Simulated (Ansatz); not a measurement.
`CO[CH2][AlH][OH]` + BH₃ → `[BH2][AlH][CH2]OC` + H₂O  (formal exchange of groups at the Al–O bond)

Calculated with Ansatz (gas phase, PBE0-D4/def2-TZVP geometries, no zero-point term in ΔE). CBS: MP2 limit from def2 TZ/QZ plus the TZ coupled-cluster correction, frozen cores. This one scheme is used for every species. Functionals use def2-TZVPP. B3LYP here is the variant with VWN-RPA as its local correlation; programs differ in this. Each species was taken in one conformer, which may not be the lowest.

| level | ΔE (kJ/mol) | difference from CCSD(T)/CBS |
| --- | --- | --- |
| B3LYP-D4 | 169.4 | 0.5 |
| r2SCANh-D4 | 159.0 | -9.9 |
| ωB97X-V | 171.9 | 3.0 |
| B2PLYP | 179.9 | 11.0 |
| PBE | 135.0 | -33.9 |
| PBE0 | 148.5 | -20.4 |
| B3LYP | 174.4 | 5.5 |
| CAM-B3LYP | 181.5 | 12.6 |
| MP2/def2-TZVPP | 182.6 | 13.7 |
| SCS-MP2/def2-TZVPP | 189.4 | 20.5 |
| CCSD(T)/CBS | 168.9 | 0 |

Largest T1 diagnostic among the species: 0.014.

In def2-TZVPP, CCSD(T) changes the Hartree–Fock value by −42.0 kJ/mol (the triples alone add −6.4 kJ/mol) and MP2 by −30.7 kJ/mol. The D4 term adds −4.9 kJ/mol with B3LYP and −2.6 kJ/mol with PBE0; it sums over pairs of atoms, weighted by their polarisabilities, and B3LYP, whose exchange is more repulsive, gets the larger term. At CCSD(T), def2-SVP lies +4.8 kJ/mol from the extrapolated value and def2-TZVPP +2.4 kJ/mol.
